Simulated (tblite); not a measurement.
Input of a run (GFN2-xTB geometry optimisation, gas phase (tblite 0.8.0)), started from a force field or distance geometry:
```
{"job": {"kind": "relax", "xc": "GFN2-xTB", "basis": "xTB"}, "charge": 0, "multiplicity": 2}
O     -2.428300    -1.925600     0.381200
C     -2.351200    -0.615500     0.217500
N     -1.579200    -0.481300    -1.006900
Si     0.033900    -0.048800    -1.180600
C      0.491100     1.587500    -0.341900
Si     2.115000     0.730100     0.093500
C      1.240000    -0.934200    -0.019100
H     -3.266500    -0.045600     0.061400
H     -1.867800    -0.010400     1.010700
H     -1.730400    -1.408500    -1.402600
H      0.452100    -0.108400    -2.598300
H      0.576400     2.438200    -1.023300
H     -0.126100     1.847800     0.526800
H      3.173200     0.909500    -0.947900
H      2.641600     1.083100     1.445500
H      0.799600    -1.264100     0.942500
H      1.819700    -1.741700    -0.462600
```

Output (eV, eV/Å):
```
step      E/eV     max force
  0    -594.25220    2.014
  1    -594.42384    1.590
  2    -594.55621    1.151
  3    -594.64524    0.817
  4    -594.71377    0.741
  5    -594.75672    0.661
  6    -594.78186    0.573
  7    -594.80583    0.449
  8    -594.82837    0.379
  9    -594.84046    0.231
 10    -594.84878    0.210
 11    -594.85621    0.296
 12    -594.86282    0.264
 13    -594.86798    0.145
 14    -594.87148    0.132
 15    -594.87441    0.192
 16    -594.87771    0.240
 17    -594.88068    0.191
 18    -594.88308    0.124
 19    -594.88544    0.127
 20    -594.88813    0.173
 21    -594.89127    0.202
 22    -594.89489    0.178
 23    -594.89876    0.149
 24    -594.90260    0.168
 25    -594.90651    0.175
 26    -594.91050    0.195
 27    -594.91454    0.171
 28    -594.91882    0.184
 29    -594.92334    0.187
 30    -594.92819    0.172
 31    -594.93362    0.215
 32    -594.94024    0.228
 33    -594.94872    0.227
 34    -594.95817    0.312
 35    -594.95746    0.714
 36    -594.96874    0.178
 37    -594.97192    0.183
 38    -594.97839    0.188
 39    -594.98133    0.177
 40    -594.98800    0.111
 41    -594.99028    0.117
 42    -594.99255    0.115
 43    -594.99501    0.159
 44    -594.99719    0.318
 45    -595.00066    0.174
 46    -595.00344    0.152
 47    -595.00754    0.168
 48    -595.00903    0.141
 49    -595.01168    0.115
 50    -595.01364    0.085
 51    -595.01486    0.070
 52    -595.01598    0.089
 53    -595.01679    0.092
 54    -595.01789    0.084
 55    -595.01974    0.106
 56    -595.02123    0.088
 57    -595.02247    0.095
 58    -595.02356    0.086
 59    -595.02487    0.100
 60    -595.02622    0.075
 61    -595.02720    0.054
 62    -595.02773    0.050
 63    -595.02812    0.127
 64    -595.02860    0.057
 65    -595.02946    0.056
 66    -595.02998    0.077
 67    -595.03059    0.058
 68    -595.03096    0.042
 69    -595.03121    0.028
 70    -595.03136    0.031
 71    -595.03150    0.029
 72    -595.03161    0.027
 73    -595.03173    0.028
 74    -595.03187    0.026
 75    -595.03203    0.030
 76    -595.03220    0.036
 77    -595.03237    0.036
 78    -595.03254    0.035
 79    -595.03274    0.045
 80    -595.03297    0.042
 81    -595.03321    0.040
 82    -595.03346    0.037
 83    -595.03372    0.039
 84    -595.03396    0.036
 85    -595.03416    0.029
 86    -595.03433    0.031
 87    -595.03453    0.033
 88    -595.03481    0.052
 89    -595.03520    0.063
 90    -595.03562    0.053
 91    -595.03600    0.048
 92    -595.03633    0.042
 93    -595.03669    0.046
 94    -595.03711    0.048
 95    -595.03753    0.043
 96    -595.03783    0.036
 97    -595.03801    0.028
 98    -595.03816    0.028
 99    -595.03837    0.042
100    -595.03867    0.049
101    -595.03905    0.055
102    -595.03948    0.051
103    -595.03988    0.055
104    -595.04027    0.049
105    -595.04073    0.050
106    -595.04145    0.068
107    -595.04206    0.090
108    -595.04277    0.086
109    -595.04344    0.066
110    -595.04416    0.063
111    -595.04487    0.075
112    -595.04585    0.082
113    -595.04697    0.062
114    -595.04753    0.036
115    -595.04780    0.040
116    -595.04803    0.039
117    -595.04821    0.031
118    -595.04835    0.037
119    -595.04844    0.022
120    -595.04848    0.020
121    -595.04853    0.018
122    -595.04858    0.018
123    -595.04863    0.017
124    -595.04867    0.015
125    -595.04870    0.011
126    -595.04872    0.009
```

Question: Summarise the run.

Answer: The energy falls by 18.4 kcal/mol over 126 L-BFGS steps, the largest force on an atom goes from 2.01 to 0.009 eV/Å, and the atoms move by 0.825 Å rms after alignment. The bond that changes most is N3–Si4 (ends: nitrogen bonded to C, Si and H; silicon bonded to 2 C, N and H), which lengthens by 0.048 Å. Bonds longer at the end by more than 0.005 Å: 7 of 17; shorter: 9. Among the angles that change most is O1–C2–N3, from 103.1° to 117.6°. Among the dihedrals that turn most is H8–C2–N3–Si4, from 130° to 66°. The energy rose by more than 1e-5 eV at step 35. The first step brought 22 % of the lowering.

Question: What are the final bond lengths?

Answer: O1–C2 1.283 Å, C2–N3 1.438 Å, N3–Si4 1.727 Å, Si4–C5 1.919 Å, C5–Si6 1.922 Å, Si6–C7 1.921 Å, Si4–C7 1.926 Å, C2–H8 1.127 Å, C2–H9 1.125 Å, N3–H10 1.008 Å, Si4–H11 1.460 Å, C5–H12 1.087 Å, C5–H13 1.087 Å, Si6–H14 1.463 Å, Si6–H15 1.465 Å, C7–H16 1.087 Å, C7–H17 1.086 Å. Numbering counts from 1 in the input's order; the species is `[SiH2]1C[SiH](C1)NC[O]` [radical].

The run took 0.71 s on one thread, AMD EPYC 9B45 (x86_64), shared host with 96 logical CPUs at a one-minute load of 9.5.

Its GFN2-xTB frequencies are all real (lowest 38 cm⁻¹). 3 starts were optimised and ended at 0.00, 0.08 and -25.59 kcal/mol (GFN2-xTB); the lowest of these is shown.

One conformer stands for the species.

The numbers are calculated, not measured.
